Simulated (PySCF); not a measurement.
Computed IR spectrum (relative IR intensity) of a molecule C4H6S. Geometry optimised at PBE0-D3(BJ)/def2-SVP. One conformer was computed; it need not be the lowest. These are PySCF 2.14.0 with PBE0-D3(BJ)/def2-SVP values and carry that method's errors. Frequencies are harmonic and unscaled.

ν (cm⁻¹): 165 (vw), 413 (w), 661 (s), 689 (s), 705 (s), 805 (vs), 858 (w), 932 (w), 941 (w), 993 (w), 1029 (m), 1104 (w), 1137 (vw), 1198 (w), 1264 (s), 1314 (w), 1344 (vw), 1440 (w), 1459 (w), 1676 (m), 3028 (vs), 3082 (s), 3111 (s), 3167 (m), 3252 (w) (against the strongest line: vs over 80 %, s over 45 %, m over 15 %, w over 4 %, vw less)

Problem. Pick the molecule that these values belong to.
(A) C1=CSCC1
(B) CC#CCS
(C) C#CCCS
(D) C#CCSC

Solution. A, C1=CSCC1
